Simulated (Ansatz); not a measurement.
Stepwise reaction of `[SiH3][SbH][SiH3]` with water, as a gas-phase model of exchange steps in deposition or etching. ΔE in kJ/mol; ΔG adds harmonic PBE0-D4 terms to CCSD(T)/CBS, at 1 bar.

Computed with Ansatz on PBE0-D4/def2-TZVP structures; ΔE is electronic, products minus reactants. CCSD(T)/CBS adds triple-zeta CCSD(T) − MP2 to the extrapolated MP2 energy (def2 sets, frozen cores). This one scheme is used for every species. Functionals use def2-TZVPP. B3LYP here is the variant with VWN-RPA as its local correlation; programs differ in this. def2 core potentials past Kr. For Sb outer-core shells are correlated without core-valence functions, which leaves a few kJ/mol of doubt a bond. One conformer a species, not always the lowest.

| step | reaction | PBE-D4 | B3LYP-D4 | ωB97M-V | CCSD(T)/CBS | ΔG(400 K) |
| --- | --- | --- | --- | --- | --- | --- |
| 2 | `[OH][SbH][SiH3]` + H₂O → `[OH][SbH][OH]` + SiH₄ | 5.3 | -3.1 | -3.3 | 0.6 | 2.5 |

Question: Give the row of step 1, `[SiH3][SbH][SiH3]` + H₂O → `[OH][SbH][SiH3]` + SiH₄. (Estimate.)

Answer: Ansatz gave: 
```csv
step,reaction,PBE-D4,B3LYP-D4,ωB97M-V,CCSD(T)/CBS,ΔG(400 K)
1,`[SiH3][SbH][SiH3]` + H₂O → `[OH][SbH][SiH3]` + SiH₄,57.5,46.3,51.0,56.6,54.8
```

Question: By hand: ΔE of the 2 steps together at CCSD(T)/CBS.

Answer: (56.6) + (0.6) = 57.2 kJ/mol, or 28.6 kJ/mol a step.

In ΔE each step is lower than the one before. ΔG lies between 2.5 and 54.8 kJ/mol a step. PBE-D4 differs from CCSD(T)/CBS by 0.9 to 4.7 kJ/mol a step. Isolated molecules leave out the surface, adducts and barriers. Largest T1 diagnostic: 0.015.
